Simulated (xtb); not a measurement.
HCl₃Si (SMILES Cl[SiH](Cl)Cl), singlet, geometry from GFN2-xTB; GFN0-xTB (xtb).

The xtb input:
```
$ xtb mol.xyz --gfn 0 --ohess --json

# file mol.xyz
5

Si     0.02863441    -0.01627765     0.49106656
Cl    -1.24158057    -1.43679456    -0.14881741
Cl    -0.64009829     1.79232122    -0.07685298
Cl     1.85144867    -0.33834186    -0.29276296
H      0.11303141    -0.06425436     1.93843503
```

It wrote (shortened):

```
   ID    Z sym.   atoms
    1   14 Si     1
    2   17 Cl     2-4
    3    1 H      5

           -------------------------------------------------
          |                Calculation Setup                |
           -------------------------------------------------

           -------------------------------------------------
          |                 G F N 0 - x T B                 |
           -------------------------------------------------

          ...................................................
          :                      SETUP                      :
          :.................................................:
          :  # basis functions                  42          :
          :  # atomic orbitals                  38          :
          :  # shells                           14          :
          :  # electrons                        26          :
          :  electronic temp.          300.0000000     K    :
          :  accuracy                    1.0000000          :
          :  -> integral cutoff          0.2500000E+02      :
          :  -> integral neglect         0.1000000E-07      :
          ...................................................

         :::::::::::::::::::::::::::::::::::::::::::::::::::::
         ::                     SUMMARY                     ::
         :::::::::::::::::::::::::::::::::::::::::::::::::::::
         :: total energy             -15.347185407020 Eh    ::
         :: gradient norm              0.023672160706 Eh/a0 ::
         :: HOMO-LUMO gap              6.311160798478 eV    ::
         ::.................................................::
         :: H0 energy                -15.316452870194 Eh    ::
         :: repulsion energy           0.048157473396 Eh    ::
         :: electrostat energy        -0.077197039739 Eh    ::
         :: -> Gsolv                   0.000000000000 Eh    ::
         ::    -> Gsasa                0.000000000000 Eh    ::
         ::    -> Gshift               0.000000000000 Eh    ::
         :: dispersion energy         -0.001692970482 Eh    ::
         :: short-range corr.          0.000000000000 Eh    ::
         :: add. restraining           0.000000000000 Eh    ::
         :: total charge              -0.000000000000 e     ::
         :::::::::::::::::::::::::::::::::::::::::::::::::::::

      -----------------------------------------------------------
     |                   =====================                   |
[...]
 * total energy  :   -15.3471854 Eh     change        0.0000000E+00 Eh
 * total energy  :   -15.3479480 Eh     change       -0.7626150E-03 Eh
 * total energy  :   -15.3483454 Eh     change       -0.3973882E-03 Eh
 * total energy  :   -15.3483632 Eh     change       -0.1774267E-04 Eh
 * total energy  :   -15.3483636 Eh     change       -0.4592642E-06 Eh
   *** GEOMETRY OPTIMIZATION CONVERGED AFTER 5 ITERATIONS ***
         :: total energy             -15.348363612125 Eh    ::
[...]
          :.................................................:

    mode    ω/cm⁻¹     T·S(HO)/kcal·mol⁻¹    T·S(FR)/kcal·mol⁻¹   T·S(vib)
   ------------------------------------------------------------------------
       1    137.18    -0.84761 ( 98.27%)    -0.75744 (  1.73%)    -0.84604
       2    137.18    -0.84760 ( 98.27%)    -0.75743 (  1.73%)    -0.84604
       3    192.62    -0.65666 ( 99.55%)    -0.65691 (  0.45%)    -0.65666
   ------------------------------------------------------------------------

   temp. (K)  partition function   enthalpy   heat capacity  entropy
                                   cal/mol     cal/K/mol   cal/K/mol   J/K/mol
 298.15  VIB   11.4                 1876.036     11.614     11.111
         ROT  0.108E+06              888.752      2.981     26.012
         INT  0.123E+07             2764.788     14.595     37.124
         TR   0.153E+28             1481.254      4.968     40.604
         TOT                        4246.0419    19.5628    77.7277   325.2126

       T/K    H(0)-H(T)+PV         H(T)/Eh          T*S/Eh         G(T)/Eh
   ------------------------------------------------------------------------
    298.15    0.676650E-02    0.189677E-01    0.369309E-01   -0.179632E-01
   ------------------------------------------------------------------------

         :::::::::::::::::::::::::::::::::::::::::::::::::::::
         ::                  THERMODYNAMIC                  ::
         :::::::::::::::::::::::::::::::::::::::::::::::::::::
         :: total free energy         -15.366326804354 Eh   ::
         ::.................................................::
         :: total energy              -15.348363612125 Eh   ::
         :: zero point energy           0.012201235863 Eh   ::
         :: G(RRHO) w/o ZPVE           -0.030164428091 Eh   ::
         :: G(RRHO) contrib.           -0.017963192228 Eh   ::
         :::::::::::::::::::::::::::::::::::::::::::::::::::::

optimized geometry written to: xtbopt.xyz

           -------------------------------------------------
          | TOTAL ENERGY              -15.348363612125 Eh   |
          | TOTAL ENTHALPY            -15.329395877729 Eh   |
          | TOTAL FREE ENERGY         -15.366326804354 Eh   |
          | GRADIENT NORM               0.000126546704 Eh/α |
          | HOMO-LUMO GAP               6.192034189711 eV   |
           -------------------------------------------------

normal termination of xtb
```
